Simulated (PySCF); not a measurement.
Isomers of C6H8N2S, from PySCF, PBE0-D3(BJ)/def2-SVP geometry optimisation, gas phase. One conformer each, no zero-point energy, no frequencies.

Problem. Which is lower in electronic energy at this level?
A. `[CH3:1][C:2](=[S:3])[c:4]1[cH:5][cH:6][n:7]([CH3:8])[n:9]1` with C1–C2–C4–C5 179°: A = 3433, B = 843.8, C = 683.1 MHz, dipole 5.17 D
B. `[CH3:1][C@@H:2]1[CH2:3][C@@H:4]1[c:5]1[cH:6][n:7][s:8][n:9]1` with C3–C4–C5–C6 167°: A = 3195, B = 919.7, C = 852.7 MHz, dipole 2.05 D

Solution. A. That is `CC(=S)C1=NN(C)C=C1`, 10.7 kcal/mol below the other.

```csv
SMILES,mapped SMILES,E (Eh),relative (kcal/mol),relative (kJ/mol),dipole (D)
CC(=S)c1ccn(C)n1,[CH3:1][C:2](=[S:3])[c:4]1[cH:5][cH:6][n:7]([CH3:8])[n:9]1,-740.22950,0.0,0.0,5.17
C[C@@H]1C[C@@H]1c1cnsn1,[CH3:1][C@@H:2]1[CH2:3][C@@H:4]1[c:5]1[cH:6][n:7][s:8][n:9]1,-740.21243,10.7,44.8,2.05
```

As drawn, the lower has an N–N linkage and a C=S bond, which the higher lacks; the higher has a three-membered ring, which the lower lacks.
